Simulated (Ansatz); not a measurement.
`CO[SiH](F)S[SiH2]F` at its PBE0-D4/def2-TZVP geometry, where that method's forces vanish. Total charge 0; spin multiplicity 1.

```xyz
13

C    -1.9230   -0.6295   -0.2349
O    -0.5988   -0.3500    0.1821
Si    0.7128   -1.2683   -0.1112
F     0.7577   -1.6206   -1.6647
S     2.3560   -0.0922    0.4745
Si    1.3101    1.7790    0.4382
F     2.4683    2.8680    0.6036
H    -1.9906   -0.6613   -1.3252
H    -2.2690   -1.5834    0.1745
H    -2.5666    0.1663    0.1398
H     0.6888   -2.5660    0.5911
H     0.6506    2.0251   -0.8600
H     0.4036    1.9329    1.5921
```

Question: What forces (eV/Å) does r2SCAN-D4/def2-TZVPP give on these atoms in Ansatz 0.2.0? (Estimate.)

Answer: Computed: 
```
C1  -0.315 -0.072 -0.102
O2   0.237  0.105  0.120
Si3  0.025 -0.068  0.044
F4  -0.009 -0.012 -0.057
S5   0.050 -0.012  0.014
Si6 -0.038  0.018 -0.002
F7   0.026  0.026  0.004
H8   0.004  0.000  0.007
H9   0.007  0.008 -0.003
H10  0.011 -0.014 -0.008
H11 -0.002  0.024 -0.014
H12 -0.001 -0.003  0.026
H13  0.007  0.000 -0.028
```
